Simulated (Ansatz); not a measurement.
Geometry optimisation, RKS r2SCAN/def2-SVP in Ansatz 0.2.0.

Input:

```yaml
crystal:
  periodic: [false, false, false]
  atoms:
    - { symbol: Sn, position_ang: [0.172243, -0.03413, -0.063192] }
    - { symbol: Cl, position_ang: [0.289219, -0.050975, 2.335455] }
    - { symbol: H, position_ang: [1.810475, -0.028271, -0.554381] }
    - { symbol: H, position_ang: [-0.619147, 1.425637, -0.475399] }
    - { symbol: C, position_ang: [-0.909537, -1.772675, -0.713706] }
    - { symbol: H, position_ang: [-1.388142, -2.245342, 0.153752] }
    - { symbol: H, position_ang: [-1.681113, -1.443503, -1.424838] }
    - { symbol: H, position_ang: [-0.235052, -2.488745, -1.202512] }
    - { symbol: H, position_ang: [-2.571028, 0.077072, 1.002801] }
    - { symbol: H, position_ang: [-2.178618, 0.055431, 1.60492] }
basis:
  gaussian: { orbitals: def2-SVP }
hamiltonian:
  xc: r2scan
relax:
  f_tol: 0.03
  max_steps: 50
output:
  orbitals: {}
```

Command:

```bash
$ ansatz run input.yaml --threads 2 --pin off --max-ram 3072MiB --backend cpu --events-out ev --progress --plain --runs-dir out
```

Where does it end, and by what steps?

The forces met the threshold. The force dipped under the threshold on the way, but the program's further checks kept it going. After 20 steps the energy has fallen by 0.126 eV; H9 moved furthest, 0.87 Å.

```json
{"step": "0", "energy less start (eV)": "0.0000", "largest force component (eV/Å)": "1.351", "accepted": "yes"}
{"step": "1", "energy less start (eV)": "-0.0872", "largest force component (eV/Å)": "0.067", "accepted": "yes"}
{"step": "2", "energy less start (eV)": "-0.1078", "largest force component (eV/Å)": "0.078", "accepted": "yes"}
{"step": "3", "energy less start (eV)": "-0.1142", "largest force component (eV/Å)": "0.174", "accepted": "yes"}
{"step": "4", "energy less start (eV)": "-0.1166", "largest force component (eV/Å)": "0.056", "accepted": "yes"}
{"step": "5", "energy less start (eV)": "-0.1177", "largest force component (eV/Å)": "0.087", "accepted": "yes"}
{"step": "6", "energy less start (eV)": "-0.1184", "largest force component (eV/Å)": "0.029", "accepted": "yes"}
{"step": "7", "energy less start (eV)": "-0.1189", "largest force component (eV/Å)": "0.111", "accepted": "yes"}
{"step": "8", "energy less start (eV)": "-0.1199", "largest force component (eV/Å)": "0.070", "accepted": "yes"}
{"step": "9", "energy less start (eV)": "-0.1211", "largest force component (eV/Å)": "0.072", "accepted": "yes"}
{"step": "10", "energy less start (eV)": "-0.1200", "largest force component (eV/Å)": "0.229", "accepted": "no"}
{"step": "11", "energy less start (eV)": "-0.1167", "largest force component (eV/Å)": "0.149", "accepted": "no"}
{"step": "12", "energy less start (eV)": "-0.1222", "largest force component (eV/Å)": "0.011", "accepted": "yes"}
{"step": "13", "energy less start (eV)": "-0.1234", "largest force component (eV/Å)": "0.061", "accepted": "yes"}
{"step": "14", "energy less start (eV)": "-0.1206", "largest force component (eV/Å)": "0.305", "accepted": "no"}
{"step": "15", "energy less start (eV)": "-0.1227", "largest force component (eV/Å)": "0.085", "accepted": "no"}
{"step": "16", "energy less start (eV)": "-0.1243", "largest force component (eV/Å)": "0.014", "accepted": "yes"}
{"step": "17", "energy less start (eV)": "-0.1254", "largest force component (eV/Å)": "0.055", "accepted": "yes"}
{"step": "18", "energy less start (eV)": "-0.1248", "largest force component (eV/Å)": "0.222", "accepted": "no"}
{"step": "19", "energy less start (eV)": "-0.1247", "largest force component (eV/Å)": "0.089", "accepted": "no"}
{"step": "20", "energy less start (eV)": "-0.1261", "largest force component (eV/Å)": "0.007", "accepted": "yes"}
```

```xyz
10
Properties=species:S:1:pos:R:3
Sn 0.307 -0.041 -0.198
Cl 0.437 -0.174 2.171
H 1.934 -0.034 -0.734
H -0.485 1.439 -0.535
C -0.797 -1.775 -0.813
H -1.608 -1.951 -0.093
H -1.225 -1.615 -1.813
H -0.132 -2.649 -0.833
H -3.208 0.179 1.583
H -2.534 0.115 1.928
```

Whether the end is a true minimum wasn't checked by a vibrational analysis.

Time of the run: 66 s on 2 threads of Arm Neoverse V1, with other jobs on the host, peak memory 0.15 GiB.
